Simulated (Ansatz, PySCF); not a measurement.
Gas-phase reaction in SMILES: NB(N)Cl -> N[B]Cl + [NH2] (NH2) (the B-N bond at the site shown breaks; other sites are not compared here)
Geometries: B3LYP-D3(BJ)/def2-TZVP minima from Ansatz (an electronic-structure program), one conformer each, not searched for the lowest. Frequencies are from Ansatz or PySCF.

Property: bond dissociation energy (enthalpy at 298 K, with B3LYP-D3(BJ) rigid-rotor harmonic-oscillator terms), in kcal/mol. Cores are frozen in the correlated levels unless marked. UHF or UKS for open shells. Spin-orbit coupling is left out. Non-relativistic. CBS(X,Y): correlation extrapolated as X^-3; Hartree-Fock from the larger set.

```tsv
level	program	bond dissociation energy (kcal/mol)
BLYP-D4/def2-TZVPD	Ansatz + dftd4	122.0
revPBE-D4/def2-TZVPD	Ansatz + dftd4	121.3
PBE0/STO-3G	Ansatz	146.2
CAM-B3LYP/def2-TZVPD	Ansatz	125.9
MP2/cc-pV(Q+d)Z	Ansatz	133.8
CCSD/cc-pwCVTZ	Ansatz	124.0
CCSD(T)/CBS(cc-pV(T+d)Z,cc-pV(Q+d)Z)	Ansatz	128.9
```
